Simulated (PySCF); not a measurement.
HO3S (SMILES O=[S](=O)O), doublet, geometry from GFN2-xTB; M06/pcseg-1 (PySCF).

Input for PySCF:
```python
from pyscf import gto, scf, dft

mol = gto.Mole()
mol.atom = '''
    O    -0.35161916    1.37581007    0.16417676
    S    -0.15535022    0.00558506   -0.27045476
    O    -1.00118733   -1.03155471    0.25966493
    O     1.41212162   -0.39930609    0.09887398
    H     2.01108235    0.35104495    0.14555060
'''
mol.basis = 'pcseg-1'
mol.spin = 1
mol.verbose = 4
mol.build()

mf = dft.UKS(mol)
mf.xc = 'm06'
mf.grids.atom_grid = (150, 974)
mf.kernel()
```

The log (banner, timings and long lists left out):

```
PySCF version 2.14.0

[INPUT] verbose = 4
[INPUT] num. atoms = 5
[INPUT] num. electrons = 41
[INPUT] charge = 0
[INPUT] spin (= nelec alpha-beta = 2S) = 1
[INPUT] symmetry False subgroup None
[INPUT] Mole.unit = angstrom
[INPUT] Symbol           X                Y                Z      unit          X                Y                Z       unit  Magmom
[INPUT]  1 O     -0.351619160000   1.375810070000   0.164176760000 AA   -0.664463912550   2.599904231719   0.310249112418 Bohr   0.0
[INPUT]  2 S     -0.155350220000   0.005585060000  -0.270454760000 AA   -0.293569369191   0.010554233789  -0.511085425485 Bohr   0.0
[INPUT]  3 O     -1.001187330000  -1.031554710000   0.259664930000 AA   -1.891969853085  -1.949355884405   0.490695601854 Bohr   0.0
[INPUT]  4 O      1.412121620000  -0.399306090000   0.098873980000 AA    2.668523116377  -0.754579149971   0.186844743046 Bohr   0.0
[INPUT]  5 H      2.011082350000   0.351044950000   0.145550600000 AA    3.800394855447   0.663378812912   0.275050771266 Bohr   0.0

nuclear repulsion = 186.298239475751
number of shells = 14
number of NR pGTOs = 126
number of NR cGTOs = 65
basis = pcseg-1
ecp = {}

******** <class 'pyscf.dft.uks.UKS'> ********
method = UKS
initial guess = minao
damping factor = 0
level_shift factor = 0
DIIS = <class 'pyscf.scf.diis.CDIIS'>
diis_start_cycle = 1
diis_space = 8
diis_damp = 0
SCF conv_tol = 1e-09
SCF conv_tol_grad = None
SCF max_cycles = 50
direct_scf = True
direct_scf_tol = 1e-13
number electrons alpha = 21  beta = 20
XC library pyscf.dft.libxc version 7.1.2
    S. Lehtola, C. Steigemann, M. J. T. Oliveira, and M. A. L. Marques,  SoftwareX 7, 1–5 (2018)
XC functionals = m06
    Y. Zhao and D. G. Truhlar,  Theor. Chem. Acc. 120, 215 (2008)
    Y. Zhao and D. G. Truhlar,  Theor. Chem. Acc. 120, 215 (2008)
radial grids:
    Treutler-Ahlrichs [JCP 102, 346 (1995); DOI:10.1063/1.469408] (M4) radial grids

becke partition: Becke, JCP 88, 2547 (1988); DOI:10.1063/1.454033
pruning grids: <function nwchem_prune>
grids dens level: 3
symmetrized grids: False
atomic radii adjust function: <function treutler_atomic_radii_adjust>
User specified grid scheme (150, 974)
small_rho_cutoff = 0
Set gradient conv threshold to 3.16228e-05
tot grids = 389104
init E= -625.12559636899

cycle= 1 E= -623.961812184505  delta_E= 1.16  |g|= 0.741  |ddm|= 2.19
cycle= 2 E= -623.510691503257  delta_E= 0.451  |g|= 1.31  |ddm|= 1.66
cycle= 3 E= -624.170364918574  delta_E= -0.66  |g|= 0.143  |ddm|= 1.12
cycle= 4 E= -624.176191950658  delta_E= -0.00583  |g|= 0.0753  |ddm|= 0.154
cycle= 5 E= -624.178347487445  delta_E= -0.00216  |g|= 0.00969  |ddm|= 0.0588
cycle= 6 E= -624.178373283804  delta_E= -2.58e-05  |g|= 0.0087  |ddm|= 0.0143
cycle= 7 E= -624.17840449813  delta_E= -3.12e-05  |g|= 0.00258  |ddm|= 0.00807
cycle= 8 E= -624.17841027799  delta_E= -5.78e-06  |g|= 0.000577  |ddm|= 0.00496
cycle= 9 E= -624.17841068255  delta_E= -4.05e-07  |g|= 0.00021  |ddm|= 0.00152
cycle= 10 E= -624.178410725897  delta_E= -4.33e-08  |g|= 5.65e-05  |ddm|= 0.000501
cycle= 11 E= -624.178410728617  delta_E= -2.72e-09  |g|= 3.4e-05  |ddm|= 0.000157
cycle= 12 E= -624.178410729009  delta_E= -3.92e-10  |g|= 1.71e-05  |ddm|= 4.1e-05
Extra cycle  E= -624.178410728943  delta_E= 6.51e-11  |g|= 2.64e-05  |ddm|= 3.6e-05
converged SCF energy = -624.178410728943  <S^2> = 0.75336345  2S+1 = 2.0033606
```
